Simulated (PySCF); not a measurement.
**Nuclear quadrupole coupling in `CC[C@](C)(CCl)C(F)(F)F`**

Species: C6H10ClF3.
SMILES with atom numbers: `[CH3:1][CH2:2][C@:3]([CH3:4])([CH2:5][Cl:6])[C:7]([F:8])([F:9])[F:10]` (hydrogens: H11, H12, H13 on C1; H14, H15 on C2; H16, H17, H18 on C4; H19, H20 on C5)

Structure used (GFN2-xTB), in Å, numbered top down from 1:
```xyz
20
C6H10ClF3 angstrom
C      2.0747   -0.4995    0.3981
C      0.9445   -0.4553   -0.6257
C     -0.4076    0.0920   -0.1243
C     -1.3394    0.3117   -1.3227
C     -0.2679    1.3854    0.6865
Cl     0.5586    2.6453   -0.2564
C     -1.0896   -0.9314    0.7950
F     -1.2336   -2.1273    0.2102
F     -2.3245   -0.5380    1.1559
F     -0.4348   -1.1501    1.9461
H      1.8077   -1.0805    1.2759
H      2.3592    0.5018    0.7092
H      2.9440   -0.9645   -0.0605
H      0.7739   -1.4599   -1.0186
H      1.2583    0.1756   -1.4588
H     -2.3277    0.6244   -0.9928
H     -0.9272    1.0843   -1.9652
H     -1.4383   -0.6061   -1.8970
H     -1.2511    1.7785    0.9494
H      0.3160    1.2243    1.5926
```

Field gradients from the PBE0/pcSseg-1 density (PySCF, non-relativistic), principal values in atomic units, ordered |Vxx| ≤ |Vyy| ≤ |Vzz|:

```csv
atom,Vxx,Vyy,Vzz
Cl6,-1.9330,-2.0338,3.9667
```

Problem. Find the asymmetry η = (Vxx − Vyy)/Vzz and the couplings χ = eQV/h (234.96 MHz × Q in barn × V in au), with Q(35Cl) = −0.0817 b.

Solution. 
```tsv
atom	environment	nucleus	η	χzz (MHz)	χxx (MHz)	χyy (MHz)
Cl6	alkyl chlorine	35Cl	0.03	-76.15	37.11	39.04
```

The gradient is axial or nearly so (η below 0.05) at Cl6. The tensor is traceless: Vxx + Vyy + Vzz = 0.

Problem. What is Vzz at Cl6 in SI units (1 au = 9.71736 × 10²¹ V/m²)?

Solution. 3.9667 au = 38.546 × 10²¹ V/m².

Problem. And the gradient at the other heavy atoms, for which no coupling is worked out here?

Solution. 
```
atom              environment  Vzz (au)     η
  C1            methyl carbon     0.078  0.25
  C2         chain CH2 carbon     0.119  0.56
  C3    quaternary sp3 carbon     0.119  0.71
  C4            methyl carbon     0.123  0.13
  C5          sp3 C–Cl carbon     0.464  0.26
  C7               CF3 carbon    -0.473  0.02
  F8  fluorine of a CF3 group     2.878  0.04
  F9  fluorine of a CF3 group     2.868  0.04
 F10  fluorine of a CF3 group     2.871  0.05
```

Problem. What couplings would deuterons (Q(2H) = 0.00286 b) have in place of the hydrogens, at this geometry?

Solution. 
```
atom  bonded to  bond length (Å)  Vzz (au)     η  χzz (kHz)
 H11         C1            1.086    0.3132  0.02        210
 H12         C1            1.086    0.3141  0.02        211
 H13         C1            1.087    0.3160  0.02        212
 H14         C2            1.092    0.2996  0.03        201
 H15         C2            1.091    0.3012  0.05        202
 H16         C4            1.088    0.3105  0.03        209
 H17         C4            1.086    0.3123  0.03        210
 H18         C4            1.087    0.3127  0.03        210
 H19         C5            1.091    0.2955  0.05        199
 H20         C5            1.090    0.2967  0.06        199
```

The structure is a single GFN2-xTB conformer in the gas phase; no vibrational or solvent corrections. GFN2-xTB bond lengths can be off by several hundredths of an ångström, more for odd bonds, and the gradients follow them. These gradients aren't converged with respect to the basis.

The run behind these numbers computed NMR shieldings as well. Hardware: one thread, Arm Neoverse V1 (aarch64), on a shared host. Cost: 47 s, 0.97 GiB resident at most.
